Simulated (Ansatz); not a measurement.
One change: `ClC1(Cl)O[SiH2]1` becomes `FC1(Cl)O[SiH2]1`.

Ansatz, PBE0-D4/def2-TZVP geometries, multiplicity 1. 

```csv
property,`ClC1(Cl)O[SiH2]1`
zero-point energy (PBE0-D4/def2-TZVP) / kJ/mol,75.0
HOMO energy (PBE/def2-TZVPP) / eV,-6.48
size of the dipole moment (ωB97M-V/def2-TZVPP) / D,3.24
HOMO energy (ωB97M-V/def2-TZVPP) / eV,-9.88
size of the dipole moment (B3LYP/def2-TZVPP) / D,3.16
HOMO–LUMO gap (PBE0/def2-TZVPP) / eV,6.24
```

Problem. What does the change do to each property? (Best estimate.)

Solution. Computed: 
```csv
property,`FC1(Cl)O[SiH2]1`,shift
zero-point energy (PBE0-D4/def2-TZVP) / kJ/mol,79.2,4.2
HOMO energy (PBE/def2-TZVPP) / eV,-6.60,-0.12
size of the dipole moment (ωB97M-V/def2-TZVPP) / D,3.38,0.14
HOMO energy (ωB97M-V/def2-TZVPP) / eV,-10.08,-0.20
size of the dipole moment (B3LYP/def2-TZVPP) / D,3.31,0.15
HOMO–LUMO gap (PBE0/def2-TZVPP) / eV,6.47,0.23
```

With PBE0 the HOMO falls by 0.18 eV and the LUMO rises by 0.05 eV, so the gap widens by about 0.23 eV. PBE moves the HOMO by -0.12 eV and ωB97M-V by -0.20 eV. Dipoles are sizes alone; their direction can turn.

B3LYP here is the variant with VWN-RPA as its local correlation; programs differ in this.
